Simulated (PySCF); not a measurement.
Species: C₇H₁₆FNSi.
Numbering: `[CH3:1][C@@H:2]([CH2:3][F:4])[C@@H:5]1[CH2:6][CH2:7][N:8]([SiH3:9])[CH2:10]1` (hydrogens: H11, H12, H13 on C1; H14 on C2; H15, H16 on C3; H17 on C5; H18, H19 on C6; H20, H21 on C7; H22, H23, H24 on Si9; H25, H26 on C10)

Computed with PySCF at PBE0/pcSseg-1, non-relativistic, on one gas-phase PBE0-D3(BJ)/def2-SVP geometry that isn't relaxed in the solvent. The solvent is an IEF-PCM continuum (van der Waals radii × 1.2). Specific hydrogen bonds and non-electrostatic terms are outside this model.

Gas phase at PBE0/pcSseg-1: HOMO -6.26 eV, LUMO 0.78 eV, dipole 1.01 D.

Question: What does the continuum do to the energy, the frontier levels and the dipole at PBE0/pcSseg-1 in tetrahydrofuran and water?

Answer: 
```
        solvent      ε  E(solvent) − E(gas) (kcal/mol)  polarisation term (kcal/mol)  distortion of the solute (kcal/mol)  HOMO (eV)  LUMO (eV)  dipole (D)
tetrahydrofuran  7.426                           -2.67                         -2.97                                 0.30      -6.10       0.91        1.24
          water  78.36                           -3.28                         -3.74                                 0.46      -6.08       0.92        1.30
```

The first energy column is the sum of the next two and covers electrostatics alone. From tetrahydrofuran to water the lowering changes by a factor 1.23, Onsager's factor (ε − 1)/(2ε + 1) by 1.21 and ε itself by 10.6.

Question: Which radius a makes the point-dipole formula ΔE = −[(ε − 1)/(2ε + 1)]·μ²/a³ give the value in water, with the gas-phase dipole?

Answer: μ = 0.395 au and |ΔE| = 0.00523 Eh give a = 1.30 Å; the farthest nucleus lies 4.52 Å from the centroid of the nuclei, so such a sphere wouldn't even hold the nuclei. The formula assumes a rigid point dipole at the centre of a sphere.

Question: Which Mulliken charges (PBE0/pcSseg-1) respond most in tetrahydrofuran (means over atoms taken as equivalent)?

Answer: 
```tsv
atoms	environment	gas (e)	solvent (e)	change
F4	alkyl fluorine	-0.338	-0.357	-0.019
H15	methylene hydrogen	+0.112	+0.125	+0.013
H16	methylene hydrogen	+0.094	+0.106	+0.012
C3	sp3 C–F carbon	+0.257	+0.245	-0.012
Si9	SiH3 silicon	+0.636	+0.647	+0.011
H19	methylene hydrogen	+0.133	+0.142	+0.009
```

Question: Which Mayer bond orders change most in tetrahydrofuran?

Answer: 
| bond | length (Å) | gas | solvent | change |
| --- | --- | --- | --- | --- |
| C3–F4 | 1.375 | 0.883 | 0.863 | -0.020 |
| N8–Si9 | 1.729 | 0.967 | 0.981 | +0.014 |
| C7–N8 | 1.458 | 0.912 | 0.905 | -0.007 |
| N8–C10 | 1.448 | 0.918 | 0.912 | -0.006 |
| Si9–H22 | 1.503 | 0.895 | 0.890 | -0.005 |
| C2–C5 | 1.527 | 0.951 | 0.954 | +0.003 |
| C2–C3 | 1.518 | 1.016 | 1.019 | +0.003 |
| C6–H19 | 1.100 | 0.945 | 0.943 | -0.002 |
